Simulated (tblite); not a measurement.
Compound: C₅H₉BrF₂Si.
Atom-mapped SMILES: `[CH2:1]=[C:2]([CH2:3][F:4])[Si@H:5]([Br:6])[CH2:7][CH2:8][F:9]` (hydrogens: H10, H11 on C1; H12, H13 on C3; H14 on Si5; H15, H16 on C7; H17, H18 on C8)

Computed with GFN2-xTB (tblite), gas phase: L-BFGS steps from a force-field or distance-geometry start until the largest atomic force falls under 0.01 eV/Å.

The end geometry, which sets the zero of energy:
```
atom  x, y, z in Å
C1     -1.5529   -1.4771   -1.0634
C2     -1.1908   -0.5651   -0.1732
C3     -1.9817    0.6973    0.0023
F4     -1.1416    1.7920    0.0083
Si5     0.3222   -0.8006    0.9381
Br6    -0.4157   -0.7066    3.0472
C7      1.6104    0.5857    0.7571
C8      1.9981    0.7771   -0.6960
F9      2.3220   -0.4382   -1.2626
H10    -2.4138   -1.3473   -1.7015
H11    -1.0048   -2.3954   -1.1862
H12    -2.7007    0.8524   -0.8078
H13    -2.5007    0.7037    0.9688
H14     0.8714   -2.1379    0.7725
H15     2.4972    0.3325    1.3414
H16     1.2301    1.5342    1.1359
H17     2.8762    1.4200   -0.8113
H18     1.1664    1.1796   -1.2814
```

**Question.** These geometries come from the run, each turned onto the end geometry. Order them by energy, lowest first.
A.
```
atom  x, y, z in Å
C1     -1.6954   -1.3904   -1.1034
C2     -1.2610   -0.5453   -0.1766
C3     -2.0212    0.7113    0.1460
F4     -1.3146    1.8087   -0.3125
Si5     0.3301   -0.8226    0.8081
Br6    -0.3221   -1.0633    2.9328
C7      1.4511    0.7073    0.6750
C8      2.2321    0.6493   -0.6289
F9      2.9820   -0.5088   -0.6678
H10    -2.6246   -1.2358   -1.6309
H11    -1.1572   -2.2923   -1.3491
H12    -3.0051    0.7372   -0.3346
H13    -2.1340    0.8524    1.2286
H14     0.9682   -2.0770    0.4347
H15     2.1772    0.7372    1.4929
H16     0.8774    1.6356    0.6958
H17     2.9391    1.4838   -0.7165
H18     1.5692    0.6188   -1.5053
```
B.
```
atom  x, y, z in Å
C1     -2.0850   -1.5395   -0.8320
C2     -1.4359   -0.5723   -0.2006
C3     -2.1299    0.7176    0.1245
F4     -1.5620    1.7527   -0.5930
Si5     0.3580   -0.7882    0.3647
Br6     0.1995   -1.5332    2.4678
C7      1.3540    0.8362    0.4376
C8      2.6709    0.7134   -0.3084
F9      3.3449   -0.4189    0.0930
H10    -3.1199   -1.4412   -1.1234
H11    -1.6114   -2.4758   -1.0743
H12    -3.1897    0.6943   -0.1478
H13    -2.0194    0.9803    1.1835
H14     0.9954   -1.8525   -0.3952
H15     1.5655    1.0898    1.4790
H16     0.8016    1.6697    0.0074
H17     3.3355    1.5600   -0.1065
H18     2.5191    0.6138   -1.3884
```
C.
```
atom  x, y, z in Å
C1     -2.2265   -1.6219   -0.5585
C2     -1.4510   -0.6165   -0.1840
C3     -2.0041    0.7522    0.0211
F4     -1.3970    1.6380   -0.8392
Si5     0.4043   -0.8784   -0.0007
Br6     0.6881   -1.8538    1.9757
C7      1.2366    0.8166   -0.0621
C8      2.6981    0.7811    0.2864
F9      2.8767    0.2901    1.5498
H10    -3.2867   -1.5139   -0.6821
H11    -1.8051   -2.5941   -0.7249
H12    -3.0723    0.7918   -0.1900
H13    -1.8136    1.1121    1.0328
H14     0.8763   -1.7160   -1.0991
H15     0.7227    1.4824    0.6274
H16     1.1610    1.2406   -1.0581
H17     3.1432    1.7749    0.2839
H18     3.2404    0.1214   -0.3901
```
D.
```
atom  x, y, z in Å
C1     -1.5130   -1.3929   -1.1232
C2     -1.2041   -0.5413   -0.1562
C3     -2.0420    0.6821    0.0847
F4     -1.2568    1.8182    0.0461
Si5     0.3198   -0.7952    0.9399
Br6    -0.3920   -0.6991    3.0560
C7      1.5816    0.6065    0.7224
C8      2.0535    0.6893   -0.7153
F9      2.4599   -0.5515   -1.1570
H10    -2.3707   -1.2463   -1.7614
H11    -0.9287   -2.2778   -1.3104
H12    -2.8212    0.8055   -0.6773
H13    -2.4966    0.6589    1.0833
H14     0.8823   -2.1254    0.7852
H15     2.4295    0.4420    1.3891
H16     1.1416    1.5691    0.9852
H17     2.9106    1.3603   -0.8292
H18     1.2377    1.0038   -1.3739
```
E.
```
atom  x, y, z in Å
C1     -1.4844   -1.4054   -1.1298
C2     -1.1926   -0.5451   -0.1654
C3     -2.0411    0.6692    0.0725
F4     -1.2483    1.7981    0.1192
Si5     0.3092   -0.7753    0.9622
Br6    -0.4252   -0.6091    3.0666
C7      1.6078    0.5939    0.7327
C8      2.0168    0.7076   -0.7227
F9      2.3406   -0.5377   -1.2204
H10    -2.3320   -1.2700   -1.7844
H11    -0.8871   -2.2842   -1.3023
H12    -2.7765    0.8287   -0.7224
H13    -2.5467    0.6073    1.0443
H14     0.8433   -2.1228    0.8407
H15     2.4852    0.3679    1.3414
H16     1.2259    1.5621    1.0567
H17     2.9008    1.3384   -0.8592
H18     1.1959    1.0828   -1.3415
```

**Answer.** E (0.003 eV), D (0.007 eV), A (0.059 eV), B (0.110 eV), C (0.257 eV).

In the order of the answer:

```
step  E above end (eV)  largest force (eV/Å)  rms force component (eV/Å)  rms distance from end (Å)  rms bond change (Å)  bond most changed (Å)
 201             0.003                  0.02                       0.006                      0.107                0.000         Si5–Br6 -0.001
 186             0.007                  0.08                       0.028                      0.128                0.002         Si5–H14 -0.003
 166             0.059                  0.20                       0.062                      0.424                0.003          C8–H18 +0.005
 136             0.110                  0.04                       0.011                      0.943                0.002          Si5–C7 +0.006
   4             0.257                  0.28                       0.115                      1.533                0.008         Si5–Br6 -0.014
```

The cost below is that of the whole relaxation. Time: 2.5 s wall. Hardware: an Arm Neoverse V1 with one thread, shared host with 32 logical CPUs at a one-minute load of 14.
